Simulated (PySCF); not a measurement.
# A search over the determinants of MgTl⁺

Unrestricted PBE0; Mg cc-pVDZ, Tl cc-pVDZ-PP with ECP60; scalar-relativistic core potentials (PySCF 2.14). Outer shells of the fragments: Mg 3s2; Tl+ 5d10 6s2.

Followed along the bond (rough minima from three points):

```csv
2Ms+1,unpaired,⟨S²⟩ at the start,R at minimum (Å),Te (eV)
1,none,0.00,3.34,0.00
3,σ ↑↑,2.00,none in the scan,≤ 1.78
```

Solutions found at the starting distance of 2.885 Å, counted from the lowest of them; the search is not exhaustive and high or unbound solutions are not listed, so other states can lie among these:

```tsv
2Ms+1	unpaired	term	E (eV)	⟨S²⟩	⟨Lz²⟩	μ (D)
1	none	¹Σ⁺	0.00	0.00	0.00	-5.42
3	σ ↑↑	³Σ⁺	1.96	2.00	0.00	-4.79
3	σ ↑, π ↑	³Π	1.99	2.00	1.00	-7.33
1	σ ↑, π ↓	mixed	2.31	1.00	1.00	-7.97
```

A term symbol is given only where ⟨S²⟩ and ⟨Lz²⟩ are close to those of a pure state; real π, δ and φ orbitals otherwise mix terms. A positive dipole points towards Tl; it is taken about the centre of mass and depends on that origin.

Spin–orbit coupling is left out. Counting both spins, an empty level lies below a filled one in some of these solutions, because spin and occupation are held.
